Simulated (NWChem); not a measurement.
Molecule: cyclohexane (C$_{6}$H$_{12}$); SMILES C1CCCCC1

```xyz
18

C     -1.4357     0.3039    -0.2298
C     -0.4546     1.3950     0.2294
C      0.9811     1.0910    -0.2295
C      1.4357    -0.3039     0.2298
C      0.4546    -1.3950    -0.2294
C     -0.9811    -1.0910     0.2295
H     -1.5023     0.3177    -1.3281
H     -2.4448     0.5174     0.1460
H     -0.7742     2.3759    -0.1456
H     -0.4757     1.4587     1.3278
H      1.0263     1.1411    -1.3279
H      1.6704     1.8585     0.1458
H      2.4448    -0.5174    -0.1460
H      1.5023    -0.3177     1.3281
H      0.7742    -2.3759     0.1456
H      0.4757    -1.4587    -1.3278
H     -1.0263    -1.1411     1.3279
H     -1.6704    -1.8585    -0.1458
```
Atoms are numbered in this order, from 1.

All runs: NWChem. Pople sets run with spherical d functions. Coordinates come from a B3LYP/6-31G* (spherical d) optimisation. B3LYP is NWChem's, with the RPA form of VWN correlation. GIAO values for the isolated, static molecule; σ is the absolute isotropic shielding, δ = σ(reference) − σ with the isolated reference molecule computed at the same levels (13C: tetramethylsilane, 1H: tetramethylsilane).

```csv
level,δ C1 (ppm),δ H7 (ppm),δ H8 (ppm)
KT2/pcSseg-1,31.3,1.26,1.68
B3LYP/6-311G**,31.5,1.30,1.68
"LDA (Slater exchange, VWN5)/pcSseg-1",31.0,?,1.69
```

Q: Some entries are withheld; supply them.

A: 
- LDA (Slater exchange, VWN5)/pcSseg-1, δ H7 (ppm): 1.22
